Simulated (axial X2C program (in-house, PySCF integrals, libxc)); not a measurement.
Potential curves of LiBr, 2c

Calculated with an in-house all-electron X2C program for linear molecules (integrals from PySCF). Two-component (2c) means X2C with spin–orbit coupling and atomic mean-field two-electron Coulomb and Gaunt terms. Basis: Br dyall-v3z [8s9p6d1f], Li dyall-v3z [7s8p2d] (cores contracted in-house); Gaussian nuclei, density fitting, unrestricted open shells. Masses: Br 78.918 u, Li 7.016 u.

State: Ω = 0 (closed shell). Energies in kJ/mol from the fragments at the same level (Br + Li). Fits are polynomials in 1 − R0/R over 0.85 to 1.23 times the lowest point R0.

```tsv
R (Å)	PBE0
1.8905	-358.34
1.9774	-381.98
2.0426	-392.23
2.1078	-397.59
2.1730	-399.05
2.2491	-396.94
2.3251	-391.77
2.4229	-381.78
2.5424	-366.31
2.7163	-340.23
```

The state is a single determinant with fixed occupations, the lowest that a limited PBE0 search found. Closed shells are restricted here (equal orbitals for both partners); the stretched side of such a curve lies too high. De is counted from the lowest determinant-based energies of the atoms at the same level, without counterpoise correction. Without a current term, density functionals place determinants with orbital angular momentum somewhat too high.

**Question.** What are Re, ωe and De at the PBE0 level?

**Answer.** At PBE0, 2c: Re = 2.169 Å, ωe ≈ 563 cm⁻¹, De = 4.14 eV to Br + Li; Be follows as 0.556 cm⁻¹.
